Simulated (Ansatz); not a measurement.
`C[CH2][Sn][Br]` and `C[CH2][Sn][CH3]` differ in one atom or group.

Ansatz, PBE0-D4/def2-TZVP geometries, multiplicity 1. Each molecule was computed in one conformer, which needn't be the lowest.

Elements past krypton have def2 core potentials. Scalar relativity is left out up to krypton. Spin–orbit coupling is left out; it splits and shifts lone-pair levels of the heavy atoms by tenths of an eV.

```json
{"property": "HOMO energy (ωB97M-V/def2-TZVPP) / eV", "`C[CH2][Sn][Br]`": "-8.47"}
{"property": "HOMO–LUMO gap (PBE0/def2-TZVPP) / eV", "`C[CH2][Sn][Br]`": "3.63"}
{"property": "HOMO–LUMO gap (B3LYP/def2-TZVPP) / eV", "`C[CH2][Sn][Br]`": "3.21"}
{"property": "LUMO energy (ωB97M-V/def2-TZVPP) / eV", "`C[CH2][Sn][Br]`": "-1.08"}
{"property": "HOMO–LUMO gap (PBE/def2-TZVPP) / eV", "`C[CH2][Sn][Br]`": "1.92"}
{"property": "zero-point energy (PBE0-D4/def2-TZVP) / kJ/mol", "`C[CH2][Sn][Br]`": "169.9"}
```

Question: What does the change do to each property? (Best estimate.)

Answer: The calculation gave: 
```csv
property,`C[CH2][Sn][CH3]`,shift
HOMO energy (ωB97M-V/def2-TZVPP) / eV,-7.84,0.63
HOMO–LUMO gap (PBE0/def2-TZVPP) / eV,3.52,-0.11
HOMO–LUMO gap (B3LYP/def2-TZVPP) / eV,3.11,-0.10
LUMO energy (ωB97M-V/def2-TZVPP) / eV,-0.56,0.52
HOMO–LUMO gap (PBE/def2-TZVPP) / eV,1.83,-0.09
zero-point energy (PBE0-D4/def2-TZVP) / kJ/mol,259.0,89.1
```

With PBE0 the HOMO rises by 0.64 eV and the LUMO rises by 0.53 eV, so the gap narrows by about 0.11 eV. PBE moves the HOMO by 0.56 eV and ωB97M-V by 0.63 eV. The zero-point energy changes by 89.1 kJ/mol with +9 modes.

B3LYP here is the variant with VWN-RPA as its local correlation; programs differ in this.
